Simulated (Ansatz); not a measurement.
```yaml
crystal:
  periodic: [false, false, false]
  atoms:
    - {symbol: C, position_ang: [-2.561428, 0.590074, 2.975553]}
    - {symbol: O, position_ang: [-1.951333, -1.127147, 1.055342]}
    - {symbol: Ga, position_ang: [0.625916, -0.598018, -1.060638]}
    - {symbol: N, position_ang: [2.394850, 2.338389, -0.840702]}
    - {symbol: N, position_ang: [1.253416, -3.115172, -3.297740]}
    - {symbol: H, position_ang: [-4.315077, -0.023271, 3.885315]}
    - {symbol: H, position_ang: [-1.098500, 0.686312, 4.446682]}
    - {symbol: H, position_ang: [-2.870740, 2.516462, 2.263770]}
    - {symbol: H, position_ang: [4.093362, 2.535778, -1.671876]}
    - {symbol: H, position_ang: [2.272710, 3.417284, 0.720452]}
    - {symbol: H, position_ang: [2.244320, -2.787521, -4.886891]}
    - {symbol: H, position_ang: [-0.087495, -4.433190, -3.589230]}
basis:
  gaussian: {orbitals: def2-SVPD}
hamiltonian: {xc: {name: SPW92}}
accuracy: high
output: {forces: true}
```

```sh
$ ansatz run in.yaml --threads 4 --pin off --events-out ev --progress --plain --max-ram 10444MiB
```

It prints (some lines left out):

```
Functional definition: SPW92
3821 factors; integrals over basis functions are off by at most 7.7e-8 eV
mean field evaluation 1: about -58340.1211 eV, gradient 1.1e2 eV
mean field evaluation 2: about -57797.2003 eV, gradient 2.0e2 eV
mean field evaluation 4: about -57999.2810 eV, gradient 2.1e2 eV
mean field evaluation 8: about -58368.5888 eV, gradient 4.9e1 eV
mean field evaluation 16: about -58375.1313 eV, gradient 2.8e-1 eV
mean field evaluation 64: about -58375.0263 eV, gradient 1.7e0 eV
mean field evaluation 128: about -58375.1518 eV, gradient 3.2e-1 eV
mean field -58375.15353472 eV, -2145.2473243007 hartree, gradient 2.1e-8 eV, S^2 0.000000; 8 other end points of the search recorded, 0 dependent functions left out
reference -58375.15354126 eV, -2145.2473245411 hartree; 33, 33 occupied and 144, 144 virtual orbitals, 3821 factors
Total energy: -58375.15354126 eV, -2145.2473245411 hartree
Atom 0 at    -2.561428     0.590074     2.975553 Å, force    -0.425368     0.770456     0.987359 eV/Å
Atom 1 at    -1.951333    -1.127147     1.055342 Å, force     0.119855     1.471605     1.020935 eV/Å
Atom 2 at     0.625916    -0.598018    -1.060638 Å, force    -0.260285    -0.056779     0.250433 eV/Å
Atom 3 at     2.394850     2.338389    -0.840702 Å, force     2.189246     1.748588     1.017532 eV/Å
Atom 4 at     1.253416    -3.115172    -3.297740 Å, force    -0.549048    -1.289314    -2.605948 eV/Å
Atom 5 at    -4.315077    -0.023271     3.885315 Å, force     2.580852     0.823049    -1.399566 eV/Å
Atom 6 at    -1.098500     0.686312     4.446682 Å, force    -2.051651    -0.197321    -2.160607 eV/Å
Atom 7 at    -2.870740     2.516462     2.263770 Å, force     0.463882    -2.774289     0.942151 eV/Å
Atom 8 at     4.093362     2.535778    -1.671876 Å, force    -3.127598    -0.217529     1.896419 eV/Å
Atom 9 at     2.272710     3.417284     0.720452 Å, force     0.593852    -2.024832    -3.000944 eV/Å
Atom 10 at     2.244320    -2.787521    -4.886891 Å, force    -2.150242    -0.807985     2.849982 eV/Å
Atom 11 at    -0.087495    -4.433190    -3.589230 Å, force     2.616504     2.554351     0.202255 eV/Å
Dipole moment:     0.461685     0.322508    -0.223406 e Å
```

Q: What is wrong with this run?

A: The coordinates are in bohr but typed as ångström. Self-consistency was reached. The result belongs to that input, not to the molecule as meant.
